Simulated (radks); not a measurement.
The numbers below are computed, except where a source is named.
Question: Pr14+, 45 electrons, occupied as [Kr] 4d(3/2: 3, 5/2: 6). Level of theory: Dirac Kohn-Sham, BLYP, spin-unpolarised, spherical densities, finite nucleus; Fermi nuclear charge, rms radius 4.8919 fm (a radial shooting solver on a logarithmic mesh with Libxc functionals).

Spin-orbit splittings of the eigenvalues, e(l+1/2) - e(l-1/2), with zeta = 2 splitting/(2l+1) and mean radii in bohr:

| shell | occ. | splitting (eV) | zeta (eV) | <r> j=l-1/2 | <r> j=l+1/2 |
|---|---|---|---|---|---|
| 2p | 6 | 482.5 | 321.7 | 0.08604 | 0.09234 |
| 3p | 6 | 95.82 | 63.88 | 0.2614 | 0.2736 |
| 3d | 10 | 20.67 | 8.266 | 0.2447 | 0.2486 |
| 4p | 6 | ? | ? | 0.6212 | 0.6454 |
| 4d | 9 | 4.162 | 1.665 | 0.6752 | 0.6828 |

Estimate the 4p splitting.

Answer: 22.16 eV (zeta = 14.77 eV).
